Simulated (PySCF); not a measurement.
Be(F)(SiH3) (BeFH3Si), SMILES [F][Be][SiH3].

Geometry: PBE0-D3(BJ)/def2-TZVP.

Calculation: PBE/def2-TZVPD run with PySCF.

Symmetry labels are those of the subgroup Cs that the program uses (full group C3v).

Computed valence orbital energies around the gap with their symmetry:
| orbital | symmetry | energy (eV) |
|---|---|---|
| HOMO−7 | A' | -29.03 |
| HOMO−6 | A' | -13.19 |
| HOMO−5 | A' | -11.23 |
| HOMO−4 | A' | -10.06 |
| HOMO−3 | A" | -10.06 |
| HOMO−2 | A' | -8.49 |
| HOMO−1 | A" | -8.49 |
| HOMO | A' | -7.24 |
| LUMO | A" | -1.66 |
| LUMO+1 | A' | -1.66 |
| LUMO+2 | A' | -0.91 |
| LUMO+3 | A' | 0.27 |
